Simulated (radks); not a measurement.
Values are calculated unless marked as measured or tabulated.
Q: Ionisation of Gd2+, [Xe] 4f7 5d1, to Gd3+, [Xe] 4f7, under several functionals. Scalar-relativistic Kohn-Sham, spin-polarised, spherical densities, finite nucleus; open shells are filled with parallel spins first (spin-orbit coupling, left out, can overturn this in heavy ions); a radial shooting solver on a logarithmic mesh with Libxc functionals. The NIST Atomic Spectra Database gives 20.54 eV (semi-empirical). Rank these functionals by the error of their Delta-SCF ionisation energy: LDA (Slater exchange, Perdew-Wang correlation); RPBE; PW91; SOGGA; B86b exchange with PBE correlation; AM05; exchange-only B88.

A: From best to worst: LDA (Slater exchange, Perdew-Wang correlation) 20.549 eV (+0.009); PW91 20.433 eV (-0.107); B86b exchange with PBE correlation 20.370 eV (-0.170); RPBE 20.292 eV (-0.248); AM05 20.274 eV (-0.266); SOGGA 20.254 eV (-0.286); exchange-only B88 19.497 eV (-1.043). Open shells are spherical and high-spin; term and fine-structure splittings are not resolved. Spin-orbit splitting is averaged out at the scalar-relativistic level.
